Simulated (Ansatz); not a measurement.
Geometry optimisation, RKS BHLYP-D4/def2-SVP (Ansatz).

Input:

```yaml
crystal:
  periodic: [false, false, false]
  atoms:
    - { symbol: Al, position_ang: [-1.46894, 1.33243, -0.58212] }
    - { symbol: Al, position_ang: [0.34984, -0.085, 0.38912] }
    - { symbol: C, position_ang: [1.6426, -0.46713, 1.76931] }
    - { symbol: "N", position_ang: [1.63238, -1.32528, 0.78455] }
    - { symbol: H, position_ang: [-2.2196, 1.18247, -1.95461] }
    - { symbol: H, position_ang: [-1.99123, 2.57132, 0.22856] }
    - { symbol: H, position_ang: [2.35079, -0.61863, 2.59131] }
basis:
  gaussian: { orbitals: def2-SVP }
hamiltonian:
  xc: { name: BHLYP }
  dispersion: d4
relax:
  f_tol: 0.015
  max_steps: 40
```

Launched with:

```bash
$ ansatz run input.yaml --threads 1 --pin off --max-ram 2048MiB --backend cpu --events-out ev --progress --plain --runs-dir out
```

Question: Where does it end, and by what steps?

Answer: The forces met the threshold. After 13 steps the energy has fallen by 0.321 eV; N4 moved furthest, 1.05 Å.

```json
{"step": "0", "energy less start (eV)": "0.0000", "largest force component (eV/Å)": "1.941", "accepted": "yes"}
{"step": "1", "energy less start (eV)": "-0.1222", "largest force component (eV/Å)": "0.949", "accepted": "yes"}
{"step": "2", "energy less start (eV)": "-0.1711", "largest force component (eV/Å)": "0.394", "accepted": "yes"}
{"step": "3", "energy less start (eV)": "-0.1926", "largest force component (eV/Å)": "0.432", "accepted": "yes"}
{"step": "4", "energy less start (eV)": "-0.2069", "largest force component (eV/Å)": "0.521", "accepted": "yes"}
{"step": "5", "energy less start (eV)": "-0.2211", "largest force component (eV/Å)": "0.152", "accepted": "yes"}
{"step": "6", "energy less start (eV)": "-0.2379", "largest force component (eV/Å)": "0.562", "accepted": "yes"}
{"step": "7", "energy less start (eV)": "-0.2606", "largest force component (eV/Å)": "0.738", "accepted": "yes"}
{"step": "8", "energy less start (eV)": "-0.3008", "largest force component (eV/Å)": "0.328", "accepted": "yes"}
{"step": "9", "energy less start (eV)": "-0.3173", "largest force component (eV/Å)": "0.266", "accepted": "yes"}
{"step": "10", "energy less start (eV)": "-0.3199", "largest force component (eV/Å)": "0.058", "accepted": "yes"}
{"step": "11", "energy less start (eV)": "-0.3206", "largest force component (eV/Å)": "0.038", "accepted": "yes"}
{"step": "12", "energy less start (eV)": "-0.3206", "largest force component (eV/Å)": "0.046", "accepted": "yes"}
{"step": "13", "energy less start (eV)": "-0.3206", "largest force component (eV/Å)": "0.015", "accepted": "yes"}
```

```xyz
7
Properties=species:S:1:pos:R:3
Al -1.480 1.415 -0.566
Al 0.383 0.225 0.655
C 1.820 -0.550 1.539
N 0.856 -1.375 1.486
H -1.573 1.316 -2.135
H -2.514 2.279 0.249
H 2.804 -0.719 2.000
```

Whether the end is a true minimum wasn't checked by a vibrational analysis.

Time of the run: 45 s on 1 thread of Arm Neoverse V1 (shared host), peak memory 0.15 GiB.
